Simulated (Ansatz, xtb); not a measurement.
# Two isomers of C7H4ClN

Structure a is `C=C1C(Cl)=CC=C1C#N`, a singlet and structure b is `N#Cc1cccc(Cl)c1`, a singlet. Both are isolated molecules in the gas phase, relaxed with PBE-D3(BJ)/def2-SVP.

Quicker runs give these differences E(b) − E(a): GFN2-xTB −28.9 kcal/mol; HF/STO-3G −41.9 kcal/mol (at GFN2-xTB geometries); r2SCAN-D4/def2-SVP −32.2 kcal/mol (at GFN2-xTB geometries).

Q: Estimate E(b) − E(a) at the level CCSD(T)/def2-SVP + ΔMP2/def2-TZVPP.

A: Calculated at CCSD(T)/def2-SVP + ΔMP2/def2-TZVPP: E(b) − E(a) = −30.2 kcal/mol, so structure b lies lower.

Level by level:

| level | geometry | E(b) − E(a) (kcal/mol) | departure from the last row (kcal/mol) | job, with rough time for the two |
| --- | --- | --- | --- | --- |
| GFN2-xTB | GFN2-xTB | −28.9 | +1.3 | optimisation, 0.19 s |
| HF/STO-3G | GFN2-xTB | −41.9 | −11.7 | single point, 0.48 s |
| r2SCAN-D4/def2-SVP | GFN2-xTB | −32.2 | −2.0 | single point, 4.3 s |
| PBE-D3(BJ)/def2-SVP | PBE-D3(BJ)/def2-SVP | −30.5 | −0.3 | optimisation, 18 s |
| HF/def2-SVP | PBE-D3(BJ)/def2-SVP | −34.7 | −4.5 | part of the CCSD(T) run |
| MP2/def2-SVP | PBE-D3(BJ)/def2-SVP | −33.8 | −3.6 | part of the CCSD(T) run |
| CCSD(T)/def2-SVP | PBE-D3(BJ)/def2-SVP | −30.6 | −0.4 | single point |
| CCSD(T)/def2-SVP + ΔMP2/def2-TZVPP | PBE-D3(BJ)/def2-SVP | −30.2 |  | single point, 1.7 min |

As drawn, b has 6 C∷C in place of 3 C=C, 3 C–C (∷ is an aromatic bond). Structure a has a 5-membered ring, b a 6-membered ring (with an aromatic ring).

The levels shown agree on the order. The largest departure from CCSD(T)/def2-SVP + ΔMP2/def2-TZVPP is that of HF/STO-3G, 11.7 kcal/mol. The last row adds to CCSD(T) the change of the MP2 difference between the two basis sets, here +0.4 kcal/mol.

With thermal terms from frequencies at re-optimised GFN2-xTB minima (ideal gas, soft modes damped towards free rotors, one conformer each, 298.15 K, 1 atm): the zero-point term adds +1.1 kcal/mol; ΔH is −29.4 and ΔG −28.8 kcal/mol.

The correlated steps freeze 13 core orbitals. Codes used: Ansatz 0.2.0, xtb 6.7.1; the last row on 4 threads of Arm Neoverse V1 on a shared host.
